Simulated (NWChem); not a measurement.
A series in which one site is exchanged, each optimised at PBE0/def2-SVP with NWChem, gas phase unless a solvent is named. All stand in one matching conformer (torsions within 35°), which need not be the lowest. This build's default masses of Se (78.918 u) and Br (79.917 u) are each other's, which moves their modes by up to 0.6 %.

A: NB (BNH4; site = H)
B: B(N)F (BNH3F; site = F)
C: NBCl (BNH3Cl; site = Cl)
D: BrBN (BNH3Br; site = Br)

Values for A:

| Quantity | Result |
|---|---|
| highest harmonic frequency (cm⁻¹), PBE0/def2-SVP | 3730 |
| static polarisability, B3LYP/def2-SVPD (bohr³) | 26.6 |
| lowest singlet excitation, B3LYP/def2-SVPD, TDA (eV) | 7.19 |

### Question
How do these values change for the other members?

### Answer
| change from A | B | C | D |
|---|---|---|---|
| highest harmonic frequency (cm⁻¹), PBE0/def2-SVP | +27 | +11 | +6 |
| static polarisability, B3LYP/def2-SVPD (bohr³) | -1.2 | +12.3 | +20.1 |
| lowest singlet excitation, B3LYP/def2-SVPD, TDA (eV) | +0.26 | -0.29 | -0.98 |
